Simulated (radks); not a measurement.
Q: The barium ion Ba6+ is in [Kr] 4d10 5s2 5p2. All-electron calculation, non-relativistic Kohn-Sham, PBE, spin-polarised, spherical densities, point nucleus. Program: a radial shooting solver on a logarithmic mesh with Libxc functionals. Open shells are filled with parallel spins first. One electron is removed from 5s, 4d, 5p, 4p in turn, with full relaxation. Which removal costs least, and what does each cost?

A: 5p 85.742 eV; 5s 98.078 eV; 4d 173.96 eV; 4p 258.80 eV. The 5p electron leaves first.
